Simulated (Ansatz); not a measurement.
Species: CAuClO (charge 0, singlet). SMILES: [O+]#[C-]->[Au][Cl]
Geometry from a B3LYP-D3(BJ)/def2-TZVP (Ansatz, a quantum-chemistry and plane-wave program) optimisation:
```xyz
4

Au     0.0000     0.0000    -0.0230
Cl     0.0000     0.0000     2.2276
O      0.0000     0.0000    -3.0591
C      0.0000     0.0000    -1.9301
```
Charge 0, spin multiplicity 1.

Property: atomisation energy, in kcal/mol. Terms: dispersion terms only where a functional's name holds one; spin-orbit terms left out; LANL2DZ with its own core potentials from Na on; six Cartesian d functions in 6-31G* and its kin unless marked 5d; atomisation electronic, to ground-state atoms; def2 sets with scalar-relativistic core potentials past Kr; open shells spin-unrestricted; frozen cores in correlated levels (noble-gas shells and the d and f shells of earlier blocks). First-principles rows: single points at B3LYP-D3(BJ) geometries (Ansatz).

```
level                                     program  atomisation energy (kcal/mol)
---------------------------------  --------------  -----------------------------
HF/LANL2DZ                                 Ansatz                          175.0
HF/6-31G* with LANL2DZ past Ar             Ansatz                          223.7
SVWN5/6-31G* with LANL2DZ past Ar          Ansatz                          443.9
PBE/LANL2DZ                                Ansatz                          343.9
PBE/def2-SVP                               Ansatz                          395.5
PBE/6-31G* with LANL2DZ past Ar            Ansatz                          383.2
BLYP/6-31G* with LANL2DZ past Ar           Ansatz                          362.6
B3LYP/LANL2DZ                              Ansatz                          309.6
B3LYP/def2-SVP                             Ansatz                          363.2
B3LYP/6-31G* with LANL2DZ past Ar          Ansatz                          351.4
PBE0/6-31G* with LANL2DZ past Ar           Ansatz                          359.8
MP2/LANL2DZ                                Ansatz                          294.9
MP2/6-31G* with LANL2DZ past Ar            Ansatz                          353.0
r2SCAN-D4/def2-TZVPD               Ansatz + dftd4                          383.9
wB97M-V/def2-TZVPD                         Ansatz                          374.3
wB97X-V/def2-TZVPD                         Ansatz                          373.8
```

No value to compare with is used here. The 13 habitual levels span 175.0 (HF/LANL2DZ) to 443.9 kcal/mol (SVWN5/6-31G* with LANL2DZ past Ar); r2SCAN-D4/def2-TZVPD gives 383.9.

The levels are drawn from those run, B3LYP/6-31G* more often than the rest, none by its result; runs whose electronic state is in doubt are left out.
